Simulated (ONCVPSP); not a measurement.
## An odd input for ONCVPSP 4.0.1 (C)

Command:

```bash
oncvpsp.x < C.dat > C.out
```

Input:

```
# ATOM AND REFERENCE CONFIGURATION
# atsym  z   nc   nv     iexc    psfile
  C 6.00    1    2  -116133      upf
#
#   n    l    f
    1    0    2.00
    2    0    2.00
    2    1    2.00
#
# PSEUDOPOTENTIAL AND OPTIMIZATION
# lmax
    1
#
#   l,   rc,      ep,       ncon, nbas, qcut
    0    1.10    0.00    4    7    7.30
    1    1.70    0.00    4    7    8.50
#
# LOCAL POTENTIAL
# lloc, lpopt,  rc(5),   dvloc0
    4    5    1.00    2.00
#
# VANDERBILT-KLEINMAN-BYLANDER PROJECTORs
# l, nproj, debl
    0    1    1.90
    1    2    2.30
#
# MODEL CORE CHARGE
# icmod, fcfact, rcfact
    3    0.00    0.00
#
# LOG DERIVATIVE ANALYSIS
# epsh1, epsh2, depsh
   -2.00    5.00    0.02
#
# OUTPUT GRID
# rlmax, drl
    6.00    0.01
#
# TEST CONFIGURATIONS
# ncnf
    4
# nvcnf
#   n    l    f
    2
    2    0    2.00
    2    1    1.00
#
    2
    2    0    2.00
    2    1    0.00
#
    2
    2    0    1.00
    2    1    0.00
#
    2
    2    0    0.00
    2    1    4.00
#
```

This is an input that runs to its end, with one change: model core set to icmod 3, fcfact 0.00, rcfact 0.00.

Task: How does the run end?

Result: The program refuses the input: "test_data: must have fcfact>0.0 for icmod= 1 or 3".

```
ONCVPSP  (Optimized Norm-Conservinng Vanderbilt PSeudopotential)
scalar-relativistic version 4.0.1

test_data: must have fcfact>0.0 for icmod= 1 or 3
test_data: must have rcfact>0.0 for icmod= 3
ERROR: test_data found   2 ERROR; stopping
```
